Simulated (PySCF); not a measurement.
**Worked example: entropy of an ideal gas**

Te(H)(Me) (CH4Te), SMILES C[TeH].

The structure is a stationary point at B3LYP-D3(BJ)/def2-TZVP. The def2 effective core potentials stand for the cores of Te; spin–orbit coupling is left out.

PySCF 2.14.0 with B3LYP-D3(BJ)/def2-TZVP gives the harmonic wavenumbers 154, 513, 600, 847, 906, 1264, 1465, 1475, 2114, 3071, 3162, 3177 cm⁻¹ and the rotational temperatures 4.0709, 0.3502, 0.3370 K. The molar mass is 143.64 g/mol, the symmetry number 1, the spin multiplicity 1.

### Question
Work out the entropy at 298.15 K and 1 atm in the rigid-rotor, harmonic-oscillator model.

### Answer

Translation (Sackur–Tetrode at 1 atm): S = R[1.5 ln M + 2.5 ln T − 1.16487] = 170.7 J/(mol K).
Rotation: q = (√π/σ) T^1.5/√(θA θB θC) = 13200, S = R[ln q + 3/2] = 91.3 J/(mol K).
Vibration: with u = 1.4388 ν/T, each mode gives R[u/(e^u − 1) − ln(1 − e^−u)]:
```json
[
 {"ν (cm⁻¹)": "154", "modes": "1", "u": "0.74", "S (J/(mol K))": "10.97"},
 {"ν (cm⁻¹)": "513", "modes": "1", "u": "2.48", "S (J/(mol K))": "2.62"},
 {"ν (cm⁻¹)": "600", "modes": "1", "u": "2.90", "S (J/(mol K))": "1.88"},
 {"ν (cm⁻¹)": "847", "modes": "1", "u": "4.09", "S (J/(mol K))": "0.72"},
 {"ν (cm⁻¹)": "906", "modes": "1", "u": "4.37", "S (J/(mol K))": "0.57"},
 {"ν (cm⁻¹)": "1264", "modes": "1", "u": "6.10", "S (J/(mol K))": "0.13"},
 {"ν (cm⁻¹)": "1465", "modes": "1", "u": "7.07", "S (J/(mol K))": "0.06"},
 {"ν (cm⁻¹)": "1475", "modes": "1", "u": "7.12", "S (J/(mol K))": "0.05"}
]
```
The stiffer modes add less than 0.005 each. Sum 17.0 J/(mol K).
Spin: R ln 1 = 0.0 J/(mol K).
Total 279.0 J/(mol K); the program's own thermochemistry gives 279.1. Translation makes up 61 % and vibration 6 %. Anharmonicity, hindered rotation and orbital degeneracy are left out.
